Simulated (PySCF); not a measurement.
# Correlation energy of Zr (zirconium, neutral)

[Kr] 4d2 5s1 5p1, one real determinant (an excited configuration). Calculation: PySCF 2.14, in def2-QZVPPD with the def2 core potential (28 electrons) (7s5p4d3f2g, 81 functions); scalar relativity through the core potential. Frozen: 4s2 4p6; 4 electrons correlated.

```tsv
level	correlation energy (mhartree)
CCSD	-24.81
(T)	-1.01
CCSD(T)	-25.82
```

Diagnostics: T1 = 0.020, D1 = 0.0507, largest double amplitude 0.141.

The real determinant used has ⟨L²⟩ near 14 against 20 for a pure G term, so it mixes terms.

Cost of the coupled-cluster step: roughly 17 core-seconds, for 4 correlated electrons.

The reference is one real determinant that mixes LS terms of this configuration.
